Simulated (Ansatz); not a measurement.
`[CH3][Sb]([SiH3])[SH]` at its PBE0-D4/def2-TZVP geometry, where that method's forces vanish. The species carries charge 0 and has multiplicity 1. Sb: def2 effective core potential.

| atom | x (Å) | y (Å) | z (Å) |
| --- | --- | --- | --- |
| C1 | 0.396 | -1.641 | 0.663 |
| Sb2 | -1.053 | -0.081 | 1.043 |
| Si3 | -0.815 | 0.945 | -1.304 |
| S4 | 0.480 | 1.527 | 2.040 |
| H5 | 1.269 | -1.241 | 0.150 |
| H6 | -0.069 | -2.415 | 0.051 |
| H7 | 0.695 | -2.067 | 1.620 |
| H8 | -1.505 | 2.260 | -1.357 |
| H9 | -1.402 | 0.047 | -2.337 |
| H10 | 0.632 | 1.136 | -1.604 |
| H11 | 1.372 | 1.531 | 1.034 |

(1) For each bond, give half the difference of the two atoms' forces along it (eV/Å; positive pushes the atoms apart) under PBE-D4, r2SCAN-D4, B3LYP-D4, ωB97M-V in def2-TZVPP. (An estimate is asked.)

Results:

(1) Ansatz gave: 
```
   bond  length (Å)  PBE-D4  r2SCAN-D4  B3LYP-D4  ωB97M-V
 C1–Sb2       2.162    0.19       0.12      0.26    -0.08
  C1–H5       1.089    0.08      -0.04     -0.08    -0.02
  C1–H6       1.091    0.08      -0.03     -0.08    -0.03
  C1–H7       1.090    0.09      -0.03     -0.09    -0.04
Sb2–Si3       2.573    0.07       0.05      0.19    -0.05
 Sb2–S4       2.435    0.25       0.11      0.29    -0.03
 Si3–H8       1.486    0.08      -0.02     -0.09    -0.10
 Si3–H9       1.490    0.08      -0.02     -0.09    -0.09
Si3–H10       1.490    0.08      -0.02     -0.08    -0.09
 S4–H11       1.344    0.25       0.01     -0.03    -0.09
```

B3LYP here is the variant with VWN-RPA as its local correlation; programs differ in this.
